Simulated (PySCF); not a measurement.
Computed data sheet: (CH3CH2)2CFCH3, `CCC(C)(F)CC`

Species: (CH3CH2)2CFCH3, C6H13F.
Cartesian coordinates in Å at the PBE0-D3(BJ)/def2-SVP level; atoms count from 1:
```xyz
20
C6H13F angstrom
C      2.028    1.132    0.406
C      1.337   -0.205    0.196
C      0.223   -0.189   -0.849
C     -0.334   -1.583   -1.073
F      0.807    0.206   -2.058
C     -0.872    0.839   -0.569
C     -1.615    0.669    0.745
H      2.382    1.535   -0.554
H      1.359    1.878    0.860
H      2.897    1.024    1.071
H      0.925   -0.584    1.145
H      2.075   -0.955   -0.136
H     -0.787   -1.986   -0.156
H      0.472   -2.263   -1.385
H     -1.098   -1.567   -1.864
H     -0.409    1.838   -0.616
H     -1.578    0.797   -1.415
H     -2.110   -0.311    0.817
H     -2.397    1.436    0.849
H     -0.945    0.768    1.613
```

**PBE0-D3(BJ)/def2-SVP geometry optimisation, gas phase (PySCF)**

- Point group: C1
- Rotational constants A, B, C: 2.683, 2.333, 1.745 GHz

**wB97X-D/def2-SVPD ground state, ΔSCF and vertical TDDFT (core frozen in the response) (PySCF)**

* Dipole moment: 1.90 D
* HOMO energy: -10.62 eV
* LUMO energy: 2.27 eV
* HOMO–LUMO gap: 12.89 eV
* Lowest singlet excitation: 8.95 eV (138 nm, f = 0.007)
* Strongest line among the 10 lowest singlet transitions: S8 at 9.93 eV (125 nm, f = 0.084)
* Lowest triplet excitation (Tamm–Dancoff): 8.85 eV
* Static isotropic polarisability: 74.7 au
* Vertical ionisation energy: 10.79 eV
* Electronic spatial extent ⟨r²⟩ about the centre of nuclear charge: 863 bohr²

From KT2/pcSseg-1 ground state and GIAO shieldings, non-relativistic (PySCF):

- 13C chemical shifts (computed TMS as zero) by class: 95.5 (C3), 32.6 (C2/C6), 27.0 (C4), 10.4 (C1/C7) ppm
- 1H chemical shifts (computed TMS as zero) by class: 1.65 (H12/H16), 1.39 (H11/H17), 1.23 (H13/H14/H15), 0.89 (H8/H9/H10/H18/H19/H20) ppm
- Isotropic shieldings of nuclei other than C and H, by class: 331 (F5) ppm

From B3LYP/pcJ-1 indirect spin-spin coupling, non-relativistic, gas phase; spin–dipole term left out for some pairs (PySCF):

- Largest of the computed one-bond spin–spin couplings (means over like bonds): 19F–13C -216.7 (F5–C3), 13C–1H +132.9 (C4–H13 and 2 like it), 13C–1H +132.9 (C2–H12 and 1 like it), 13C–1H +132.4 (C1–H8 and 5 like it), 13C–1H +130.7 (C2–H11 and 1 like it), 13C–13C +42.3 (C3–C4), 13C–13C +40.3 (C2–C3 and 1 like it), 13C–13C +37.1 (C1–C2 and 1 like it) Hz

Monoisotopic mass (most abundant isotopes): 104.1001 u.

The largest Löwdin shares of the HOMO are 0.20 on C3, 0.16 on C6, 0.16 on F5 and 0.14 on C2. The dipole equals about 6.3 × 10⁻³⁰ C·m (1 D = 3.33564 × 10⁻³⁰ C·m). No computed singlet falls in the visible range (750 to 380 nm, 1.65 to 3.26 eV); S1 lies 5.69 eV above its blue end. With B = h/(8π²I), that is 505.379 GHz u Å² over I, the principal moments of inertia are 188.4, 216.6 and 289.6 u Å² (most abundant isotopes).

 NMR classes are plain means over equivalent atoms (diastereotopic ones count apart unless rotation or inversion swaps them), as if these changed places fast; in this geometry the members of some classes differ.

One conformer stands for the species.
